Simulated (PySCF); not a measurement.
Compound: CH8Ge2SSe.
SMILES: `C[S][GeH2][Se][GeH3]`

A linear-response calculation (PySCF, def2-SVPD basis, gas phase, vertical, core orbitals frozen in the response) gave these numbers; the functional is withheld.

Orbital energies (eV): HOMO-3 -9.02, HOMO-2 -8.34, HOMO-1 -7.02, HOMO -6.90, LUMO -0.78, LUMO+1 -0.57, LUMO+2 0.10.

| state | E (eV) | f | main configurations (H = HOMO, L = LUMO) |
| --- | --- | --- | --- |
| S1 | 4.82 | 0.0044 | H→L (78%), H-1→L (19%) |
| S2 | 4.98 | 0.017 | H-1→L (74%), H→L (17%) |
| S3 | 5.11 | 0.023 | H→L+1 (76%), H-1→L+1 (22%) |
| S4 | 5.45 | 0.0092 | H-1→L+1 (73%), H→L+1 (20%) |
| S5 | 5.84 | 0.020 | H→L+2 (55%), H→L+3 (25%), H-1→L+2 (9%) |
| S6 | 5.97 | 0.0047 | H-1→L+2 (59%), H-1→L+3 (18%), H→L+2 (12%) |

Triplets, Tamm–Dancoff:

```csv
state,E (eV),λ (nm),"main configurations (H = HOMO, L = LUMO)"
T1,4.44,279.5,H→L (90%)
T2,4.61,268.8,"H-1→L (75%), H→L+1 (14%)"
T3,4.68,265.0,"H→L+1 (59%), H-1→L+1 (27%), H-1→L (9%)"
T4,5.24,236.6,"H-1→L+1 (59%), H→L+1 (19%)"
```

Vertical ionisation energy by ΔSCF with the same functional: 8.61 eV. Mean static polarisability: 126.5 au.

Question: Which of these was used?
A. HF
B. PBE0
C. wB97X-D
D. PBE

Answer: B. PBE0 is a global hybrid with 25% exact exchange. In this run −ε(HOMO) = 6.90 eV differs from the ΔSCF value by -1.71 eV, and S1 differs from the orbital gap of 6.12 eV by -1.30 eV. The ratio −ε(HOMO)/IP is 0.80. Usual ranges for neutral molecules in this basis: 0.7 to 0.83 with PBE0, 0.5 to 0.7 with PBE, 0.89 to 0.99 with wB97X-D; with Hartree–Fock the ratio is 1 or more (Koopmans' value less the relaxation energy is the ΔSCF value).

The calculation used PySCF, TDDFT PBE0/def2-SVPD, vertical, gas phase, core orbitals frozen in the response. Geometry: PBE0-D3(BJ)/def2-SVP, one conformer, isolated molecule. The PBE0/def2-SVPD calculation is non-relativistic and has no spin–orbit coupling, an omission that weighs most on germanium and selenium.

Shape of the structure used: `[CH3:1][S:2][GeH2:3][Se:4][GeH3:5]`: C1–S2–Ge3–Se4 -55°, S2–Ge3–Se4–Ge5 -49°.
